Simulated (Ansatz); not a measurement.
TiSi₂⁺: single points at one geometry.

```yaml
crystal:
  periodic: [false, false, false]
  atoms:
    - {symbol: Ti, position_ang: [-0.546167, -1.217208, 0.216068]}
    - {symbol: Si, position_ang: [-0.534784, 1.083995, 0.527964]}
    - {symbol: Si, position_ang: [1.080951, 0.133212, -0.744032]}
basis:
  gaussian: {orbitals: def2-TZVP, initial_orbitals: start.molden}
total_charge: 1
magnetization: {spin_polarized: true, initial_magnetization: 1}
hamiltonian: {xc: pbe, dispersion: d4}
scf: {omitted_lower_state_checks: [starts]}
output: {orbitals: {seedname: orbitals}}
```

The file start.molden holds the orbitals of an earlier run on this structure, at another level or in another basis.

```sh
$ ansatz run in.yaml --threads 4 --pin off --events-out ev --progress --plain --max-ram 3916MiB
```

Output, abridged:

```
Functional definition: PBE
917 factors; their error is unknown
mean field evaluation 1: about -38846.4375 eV, gradient 7.2e0 eV
mean field evaluation 2: about -38846.6138 eV, gradient 4.3e-1 eV
mean field evaluation 4: about -38846.6236 eV, gradient 1.2e-1 eV
mean field evaluation 8: about -38846.6250 eV, gradient 2.4e-3 eV
mean field evaluation 16: about -38846.7071 eV, gradient 5.6e-1 eV
mean field evaluation 32: about -38846.7388 eV, gradient 3.7e-5 eV
mean field -38846.73882897 eV, -1427.5913206994 hartree, gradient 4.5e-6 eV, S^2 0.783610; 1 other end points of the search recorded, 0 dependent functions left out
reference -38846.73886443 eV, -1427.5913220024 hartree; 25, 24 occupied and 94, 95 virtual orbitals, 917 factors
Total energy: -38846.85565847 eV, -1427.5956141043 hartree
Checks for a lower state left out: starts
```

It took 4.3 s on 4 threads of Intel Xeon 6975P-C on a shared host.

First input, but with `hamiltonian: {xc: {name: LC-wPBE, parameters: {omega: 0.2/bohr}}}` (abridged; 3 s):

```
Functional definition: LC-wPBE
mean field -38848.75520838 eV, -1427.6654212759 hartree, gradient 5.4e-6 eV, S^2 1.342722
Total energy: -38848.75520840 eV, -1427.6654212767 hartree
Checks for a lower state left out: starts
```

The first input with `gaussian: {orbitals: def2-TZVPP, initial_orbitals: start.molden}`, `correlation: {method: ccsd_t}`, `scf: {omitted_lower_state_checks: [starts, cluster_reference]}` and without the key `hamiltonian` (abridged; 12 s):

```
Functional definition: HF
mean field evaluation 16: about -38802.4226 eV, gradient 4.3e-6 eV
mean field -38802.42259394 eV, -1425.9627291006 hartree, gradient 4.3e-6 eV, S^2 2.640806
15 core orbitals not correlated: weight in the atoms' cores, before any rotation towards them, 1.000 or more for the frozen orbitals, at most 0.000 for the correlated occupied ones
second order -12.90787756 eV of doubles, -0.00000000 eV of singles
cycle   1  -13.44906219 eV  change   -5.4e-1 eV  update   1.7e-1
cycle   2  -14.05132111 eV  change   -6.0e-1 eV  update   8.0e-2
cycle   3  -14.41775002 eV  change   -3.7e-1 eV  update   7.8e-2
cycle   4  -14.56134231 eV  change   -1.4e-1 eV  update   4.9e-2
cycle   5  -14.66515586 eV  change   -1.0e-1 eV  update   3.3e-2
cycle   6  -14.74418180 eV  change   -7.9e-2 eV  update   2.0e-2
cycle   7  -14.78688275 eV  change   -4.3e-2 eV  update   1.2e-2
cycle   8  -14.80582301 eV  change   -1.9e-2 eV  update   8.2e-3
cycle   9  -14.81719572 eV  change   -1.1e-2 eV  update   5.2e-3
[...]
cycle  19  -14.82527484 eV  change   -6.1e-5 eV  update   2.7e-4
cycle  20  -14.82516370 eV  change    1.1e-4 eV  update   2.0e-4
cycle  21  -14.82506989 eV  change    9.4e-5 eV  update   1.5e-4
cycle  22  -14.82514512 eV  change   -7.5e-5 eV  update   1.0e-4
cycle  23  -14.82523317 eV  change   -8.8e-5 eV  update   6.0e-5
cycle  24  -14.82532420 eV  change   -9.1e-5 eV  update   4.1e-5
cycle  25  -14.82537014 eV  change   -4.6e-5 eV  update   3.0e-5
cycle  26  -14.82540314 eV  change   -3.3e-5 eV  update   2.1e-5
cycle  27  -14.82540094 eV  change    2.2e-6 eV  update   1.4e-5
perturbative correction -1.18271802 eV, -0.0434640856 hartree
WARN: the results are in doubt because among natural orbitals full CI differs from the method by -0.099 eV
Total energy: -38818.43071290 eV, -1426.5510166217 hartree
In doubt: among natural orbitals full CI differs from the method by -0.099 eV
Checks for a lower state left out: starts, cluster_reference
```

As the first input, with `hamiltonian: {xc: {name: LC-wPBE, parameters: {omega: 0.1/bohr}}}` (abridged; 7 s):

```
Functional definition: LC-wPBE
mean field evaluation 16: about -38848.8202 eV, gradient 1.1e0 eV
mean field evaluation 32: about -38848.8654 eV, gradient 3.4e-6 eV
mean field -38848.86537305 eV, -1427.6694697528 hartree, gradient 3.4e-6 eV, S^2 0.783780; 1 other end points of the search recorded, 0 dependent functions left out
Total energy: -38848.86537314 eV, -1427.6694697562 hartree
Checks for a lower state left out: starts
```

As the first input, with `hamiltonian: {xc: {name: LC-wPBE, parameters: {omega: 0.3/bohr}}}` (abridged; 3.6 s):

```
Functional definition: LC-wPBE
mean field -38848.68764901 eV, -1427.6629385150 hartree, gradient 7.5e-6 eV, S^2 1.650142
Total energy: -38848.68764902 eV, -1427.6629385154 hartree
Checks for a lower state left out: starts
```

As the first input, with `hamiltonian: {xc: {name: LC-wPBE, parameters: {omega: 0.15/bohr}}}` (abridged; 5 s):

```
Functional definition: LC-wPBE
mean field evaluation 16: about -38848.7918 eV, gradient 1.6e-1 eV
mean field evaluation 32: about -38848.8655 eV, gradient 2.3e-5 eV
mean field -38848.86551479 eV, -1427.6694749617 hartree, gradient 8.6e-6 eV, S^2 0.797348; 1 other end points of the search recorded, 0 dependent functions left out
Total energy: -38848.86551483 eV, -1427.6694749630 hartree
Checks for a lower state left out: starts
```

As the first input, with `gaussian: {orbitals: def2-TZVP}`, `hamiltonian: {xc: pbe0, dispersion: d4}` and without the key `scf` (abridged; 19 s):

```
Functional definition: PBE0
mean field evaluation 16: about -38847.9481 eV, gradient 6.4e-1 eV
mean field evaluation 32: about -38847.9522 eV, gradient 1.5e-5 eV
mean field evaluation 64: about -38847.6797 eV, gradient 4.4e0 eV
mean field evaluation 96: about -38847.5366 eV, gradient 4.0e-2 eV
mean field -38847.99879325 eV, -1427.6376235326 hartree, gradient 2.3e-6 eV, S^2 1.430917; 12 other end points of the search recorded, 0 dependent functions left out
Total energy: -38848.09699314 eV, -1427.6412323119 hartree
```

Geometry: PBE0-D4/def2-TZVP, that of the neutral singlet.

Correlated methods freeze 15 core orbitals; core or outer-core shells of Ti are correlated, in sets that lack core-valence functions. At LC-ωPBE (ω = 0.20 bohr⁻¹)/def2-TZVP, CCSD(T)/def2-TZVPP, LC-ωPBE (ω = 0.30 bohr⁻¹)/def2-TZVP, PBE0-D4/def2-TZVP the charge 1 doublet is spin-contaminated (final ⟨S²⟩ up to 2.64, 0.75 for a pure state). At CCSD(T)/def2-TZVPP the program marks the result for the charge 1 doublet as doubtful (large difference). At CCSD(T)/def2-TZVPP T1 of the charge 1 doublet is large (up to 0.103), so the single-reference result is doubtful. The structure comes from a short search, and lower isomers may exist.
